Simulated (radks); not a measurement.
Correlation energies from several functionals, in hartree. Species: Sb [Kr] 4d10 5s2 5p3; Ge4+ [Ar] 3d10; Se+ [Ar] 3d10 4s2 4p3; Zr4+ [Kr]; B3+ [He]. Calculated with a radial shooting solver on a logarithmic mesh with Libxc functionals: non-relativistic Kohn-Sham, LDA (Slater exchange, Perdew-Wang correlation), spin-polarised, spherical densities, point nucleus. Every spin shell is full or empty, so the densities are truly spherical. Functionals are evaluated on that one density, not self-consistently.

| functional | Sb | Ge4+ | Se+ | Zr4+ | B3+ |
|---|---|---|---|---|---|
| PW92 | -4.8336 | -2.6712 | -2.9850 | -3.4738 | -0.16219 |
| VWN5 | -4.8551 | -2.6841 | -2.9994 | -3.4895 | -0.16307 |
| PZ | -4.8305 | -2.6674 | -2.9791 | -3.4721 | -0.16150 |
| Wigner | -2.6499 | -1.5131 | -1.6824 | -1.9384 | -0.10589 |
| PBE | -2.7012 | -1.4077 | -1.5849 | -1.8539 | -0.046404 |
| PBEsol | -3.0580 | -1.6076 | -1.8156 | -2.1167 | -0.059452 |
| PW91 | -2.9182 | -1.5319 | -1.7227 | -2.0172 | -0.055215 |
| OP (B88) | -2.4755 | -1.3753 | -1.5221 | -1.7764 | -0.069128 |
| revTPSS | -2.7351 | -1.4290 | -1.6122 | -1.8812 | -0.049777 |
| SCAN | -2.7015 | -1.4010 | -1.5940 | -1.8434 | -0.042292 |
| r2SCAN | -2.7184 | -1.4096 | -1.6063 | -1.8601 | -0.042292 |
| B95 | -3.2832 | -1.7061 | -1.9030 | -2.2735 | -0.060116 |
| Tao-Mo | -2.6080 | -1.3453 | -1.5132 | -1.7767 | -0.032206 |
